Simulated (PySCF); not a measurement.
Compound: C₈H₁₄F (charge +1).
Atom-mapped SMILES: `[CH3:1][C+:2]1[CH2:3][CH2:4][CH2:5][CH2:6][C@H:7]1[CH2:8][F:9]` (hydrogens: H10, H11, H12 on C1; H13, H14 on C3; H15, H16 on C4; H17, H18 on C5; H19, H20 on C6; H21 on C7; H22, H23 on C8)

Computed, not measured: PySCF, PBE0-D3(BJ)/def2-SVP geometry optimisation, gas phase.

Q: List the bond lengths, angles and torsions at this level.

A: 
| bond | length (pm) |
| --- | --- |
| C1–C2 | 145.5 |
| C2–C3 | 146.3 |
| C3–C4 | 152.5 |
| C4–C5 | 151.9 |
| C5–C6 | 151.9 |
| C6–C7 | 153.6 |
| C7–C8 | 152.9 |
| C8–F9 | 136.6 |
| C2–C7 | 147.3 |
| C1–H10 | 111.7 |
| C1–H11, C1–H12 | 109.7 |
| C3–H13 | 112.0 |
| C3–H14 | 110.2 |
| C4–H15 | 110.3 |
| C4–H16 | 109.9 |
| C5–H17 | 110.0 |
| C5–H18 | 110.4 |
| C6–H19 | 110.4 |
| C6–H20 | 109.9 |
| C7–H21 | 112.3 |
| C8–H22 | 110.4 |
| C8–H23 | 110.1 |

Bonds in one row agree within 1 pm and their mean is given. A selection of angles:
| angle | degrees |
| --- | --- |
| C2–C1–H10 | 102.2 |
| C2–C1–H11 | 114.1 |
| H10–C1–H11 | 105.3 |
| H11–C1–H12 | 113.9 |
| C1–C2–C3 | 118.6 |
| C1–C2–C7 | 121.6 |
| C3–C2–C7 | 119.7 |
| C2–C3–C4 | 117.6 |
| C2–C3–H13 | 99.7 |
| C2–C3–H14 | 110.2 |
| C4–C3–H13 | 110.2 |
| C4–C3–H14 | 114.3 |
| H13–C3–H14 | 102.8 |
| C3–C4–C5 | 111.6 |
| C3–C4–H15 | 108.2 |
| C3–C4–H16 | 108.9 |
| C5–C4–H15 | 110.1 |
| C5–C4–H16 | 111.5 |
| H15–C4–H16 | 106.2 |
| C4–C5–C6 | 110.9 |
| C4–C5–H17 | 110.0 |
| C4–C5–H18 | 110.2 |
| C6–C5–H17 | 109.7 |
| C6–C5–H18 | 109.9 |
| H17–C5–H18 | 106.1 |
| C5–C6–C7 | 112.6 |
| C5–C6–H19 | 110.2 |
| C5–C6–H20 | 110.9 |
| C7–C6–H19 | 108.3 |
| C7–C6–H20 | 108.1 |
| H19–C6–H20 | 106.3 |
| C6–C7–C8 | 112.5 |
| C6–C7–H21 | 107.5 |
| C8–C7–H21 | 105.2 |
| C2–C7–C6 | 114.9 |
| C2–C7–C8 | 117.0 |
| C2–C7–H21 | 97.7 |
| C7–C8–F9 | 111.0 |
| C7–C8–H22 | 111.1 |
| C7–C8–H23 | 108.4 |
| F9–C8–H22 | 109.3 |
| F9–C8–H23 | 108.8 |
| H22–C8–H23 | 108.2 |

Torsions: C1–C2–C3–C4 154° (antiperiplanar); C2–C3–C4–C5 41° (synclinal); C3–C4–C5–C6 -54° (synclinal); C4–C5–C6–C7 56° (synclinal); C5–C6–C7–C8 180° (antiperiplanar); C6–C7–C8–F9 -160° (antiperiplanar); C1–C2–C7–C6 -154° (antiperiplanar).

C2 (formal carbocation centre) is planar (angles 121.6°, 119.7° and 118.6°, sum 359.9°, 0.02 Å off the plane of its three neighbours). The 6-membered ring C2–C3–C4–C5–C6–C7 has internal angles of 110.9° to 119.7° (sum 687°, against 720° for a flat polygon); it is puckered, 0.19 Å rms from its mean plane, widest ring torsion 56°. Of the pairs four or more bonds apart, F9···H11 is among the closest relative to their van der Waals radii: 2.13 Å, 80 % of the sum of Bondi's values. The 8 C–C bonds span 1.455 Å (C1–C2, drawn single) to 1.536 Å (C6–C7, drawn single), a spread of 0.081 Å.

Point group: C1 (no symmetry element, even within 0.4 Å). Not checked by PBE0-D3(BJ)/def2-SVP frequencies.

One conformer stands for the species.
